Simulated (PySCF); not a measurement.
# Radial density of La³¹⁺ (lanthanum, charge +31)

B97-3, [Ar] 3d8, high-spin 3F determinant. All numbers are calculated (PySCF 2.14, the spin-free X2C one-electron Hamiltonian (Gaussian nucleus), in an uncontracted even-tempered set (18 s from 4.7 bohr⁻², ratio 2.5; 13 p from 6.1 bohr⁻², ratio 2.5; 8 d from 6.1 bohr⁻², ratio 2.5; 4 f from 27 bohr⁻², ratio 2.7; 3 g from 40 bohr⁻², ratio 2.7)).

```tsv
r (bohr)	4πr²ρ (e/bohr)	4πr²(ρα − ρβ)
0.0264	67.74	0.0115
0.0444	70.47	0.1552
0.0747	95.30	1.2346
0.126	67.68	5.2651
0.211	70.37	8.7102
0.355	33.41	3.2823
0.598	1.055	0.1085
1.01	0.001339	0.0002
```

Densities and radii are taken from the X2C orbitals without a picture-change correction, which distorts them close to the nucleus.

Spin-orbit coupling is strong in this species (close to jj coupling), so the high-spin LS determinant is a model state, not a physical level.
